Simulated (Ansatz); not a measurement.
# A geometry optimisation of C4H9AlSi with PBE-D3(BJ)/def2-SVP

The starting geometry of this gas-phase singlet was optimised with GFN2-xTB; its bonds are those of `C#C[CH2][AlH][CH2][SiH3]`.

```yaml
atoms:
  - { symbol: C, position_ang: [-0.0749, 0.2113, 3.2442] }
  - { symbol: C, position_ang: [-0.9277, -0.3279, 2.5942] }
  - { symbol: C, position_ang: [-1.9420, -0.9573, 1.7743] }
  - { symbol: C, position_ang: [0.1566, 0.3925, -0.7338] }
  - { symbol: Al, position_ang: [-1.6220, -0.1637, -0.0477] }
  - { symbol: Si, position_ang: [1.4550, -1.0020, -0.6643] }
  - { symbol: H, position_ang: [0.6553, 0.6607, 3.8478] }
  - { symbol: H, position_ang: [-1.8225, -2.0474, 1.8450] }
  - { symbol: H, position_ang: [-2.9361, -0.7207, 2.1817] }
  - { symbol: H, position_ang: [-2.8789, -0.0099, -0.9454] }
  - { symbol: H, position_ang: [0.0676, 0.7336, -1.7741] }
  - { symbol: H, position_ang: [0.5544, 1.2460, -0.1684] }
  - { symbol: H, position_ang: [2.7387, -0.5423, -1.2107] }
  - { symbol: H, position_ang: [1.6585, -1.4579, 0.7127] }
  - { symbol: H, position_ang: [0.9833, -2.1339, -1.4765] }
```

Where would you expect an optimisation with PBE-D3(BJ)/def2-SVP to take it?

New bonds form, giving a structure given below by its coordinates. Distances that change by over a tenth: C3–Al5 (2.01 → 2.37 Å). Contacts that close: C1–Al5 (3.66 → 2.06 Å), C2–Al5 (2.74 → 2.12 Å).

The energy falls by 0.69 eV over 64 steps:

```json
{"step": "1", "E − E(last) (eV)": "0.694"}
{"step": "8", "E − E(last) (eV)": "0.483"}
{"step": "15", "E − E(last) (eV)": "0.481"}
{"step": "22", "E − E(last) (eV)": "0.455"}
{"step": "29", "E − E(last) (eV)": "0.198"}
{"step": "36", "E − E(last) (eV)": "0.012"}
{"step": "43", "E − E(last) (eV)": "0.010"}
{"step": "50", "E − E(last) (eV)": "0.007"}
{"step": "57", "E − E(last) (eV)": "0.001"}
{"step": "64", "E − E(last) (eV)": "0.000"}
```

Final geometry (Å):

| atom | x (Å) | y (Å) | z (Å) |
| --- | --- | --- | --- |
| C | -0.6842 | 0.6489 | 2.6539 |
| C | -1.1470 | -0.5368 | 2.4262 |
| C | -1.6785 | -1.4795 | 1.5915 |
| C | 0.3835 | 0.4572 | -0.5835 |
| Al | -1.1461 | 0.6273 | 0.6507 |
| Si | 1.2800 | -1.1954 | -0.5618 |
| H | -0.3053 | 1.1921 | 3.5244 |
| H | -1.0432 | -2.2923 | 1.1978 |
| H | -2.7686 | -1.6538 | 1.5814 |
| H | -2.5640 | 1.2635 | 0.2910 |
| H | 0.0304 | 0.6579 | -1.6187 |
| H | 1.1149 | 1.2576 | -0.3342 |
| H | 2.5506 | -1.1937 | -1.3757 |
| H | 1.6504 | -1.5874 | 0.8475 |
| H | 0.3923 | -2.2843 | -1.1117 |

No frequencies were run, so the end isn't proven a minimum. Run with Ansatz 0.2.0, 87 s on 2 threads of Intel(R) Xeon(R) 6975P-C (Granite Rapids) (shared host).
